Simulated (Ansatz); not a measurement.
Reaction (redistribution): `C=CN[SiH3]` + `C[CH](Cl)[SnH3]` → `C=CN[SiH2]C` + `Cl[CH2][SnH3]`

Isolated molecules relaxed with PBE0-D4/def2-TZVP in Ansatz; ΔE leaves out vibrations. CBS: MP2 limit from def2 TZ/QZ plus the TZ coupled-cluster correction, frozen cores. This one scheme is used for every species. DFT in def2-TZVPP. B3LYP here is the variant with VWN-RPA as its local correlation; programs differ in this. Elements past krypton have def2 core potentials. For Sn outer-core shells are correlated without core-valence functions, which leaves a few kJ/mol of doubt a bond. One conformer a species, not always the lowest.

`C=CN[SiH3]`:

Cartesian coordinates in Å:
```
C -1.151 1.757 -0.522
C -0.658 0.521 -0.461
N 0.464 0.115 0.237
Si 0.954 -1.524 0.484
H -0.698 2.585 0.013
H -2.026 1.964 -1.122
H -1.146 -0.279 -1.012
H 0.932 0.851 0.742
H 2.373 -1.488 0.914
H 0.159 -2.239 1.522
H 0.797 -2.263 -0.795
```

`C[CH](Cl)[SnH3]`:

```xyz
11

C     0.100    1.281    0.793
C    -0.297   -0.171    0.673
Cl    0.636   -1.170    1.840
Sn    0.016   -1.002   -1.304
H    -0.055    1.649    1.812
H    -0.507    1.890    0.115
H     1.151    1.432    0.538
H    -1.342   -0.310    0.950
H    -0.903   -0.103   -2.435
H     1.676   -0.862   -1.665
H    -0.476   -2.632   -1.317
```

`C=CN[SiH2]C`:

```xyz
14

C    -1.759    1.567   -1.670
C    -1.358    0.530   -0.935
N    -0.117    0.363   -0.351
Si    0.474   -1.096    0.374
C     1.741   -0.662    1.667
H    -2.768    1.601   -2.056
H    -1.102    2.400   -1.897
H    -2.048   -0.286   -0.734
H     0.527    1.119   -0.532
H     1.095   -2.023   -0.618
H    -0.715   -1.782    0.947
H     1.306   -0.042    2.454
H     2.581   -0.118    1.226
H     2.143   -1.570    2.125
```

`Cl[CH2][SnH3]`:

```xyz
8

Cl    0.361   -2.318    0.111
C    -0.268   -0.776    0.746
Sn    0.181    0.842   -0.609
H     0.190   -0.609    1.719
H    -1.343   -0.888    0.877
H     1.872    0.946   -0.779
H    -0.438    2.295    0.044
H    -0.556    0.508   -2.108
```

| level | ΔE (kcal/mol) | difference from CCSD(T)/CBS |
| --- | --- | --- |
| PBE-D4 | -9.9 | -0.4 |
| r2SCAN-D4 | -10.5 | -1.0 |
| PBE0-D4 | -10.2 | -0.7 |
| ωB97X-V | -9.8 | -0.3 |
| ωB97M-V | -10.4 | -0.9 |
| PBE | -10.3 | -0.8 |
| r2SCAN | -10.6 | -1.1 |
| PBE0 | -10.6 | -1.1 |
| B3LYP | -10.6 | -1.1 |
| MP2/def2-TZVPP | -9.2 | 0.3 |
| SCS-MP2/def2-TZVPP | -8.9 | 0.6 |
| CCSD/def2-TZVPP | -9.6 | -0.1 |
| MP2/def2-QZVPP | -9.3 | 0.2 |
| SCS-MP2/def2-QZVPP | -9.1 | 0.4 |
| HF/CBS(def2) | -10.3 | -0.8 |
| MP2/CBS(def2) | -9.3 | 0.2 |
| CCSD(T)/CBS | -9.5 | 0 |

Largest T1 diagnostic among the species: 0.012.

In def2-TZVPP, CCSD(T) changes the Hartree–Fock value by +0.9 kcal/mol (the triples alone add +0.3 kcal/mol) and MP2 by +1.1 kcal/mol. The D4 term adds +0.8 kcal/mol with B3LYP and +0.4 kcal/mol with PBE0; it sums over pairs of atoms, weighted by their polarisabilities, and B3LYP, whose exchange is more repulsive, gets the larger term.
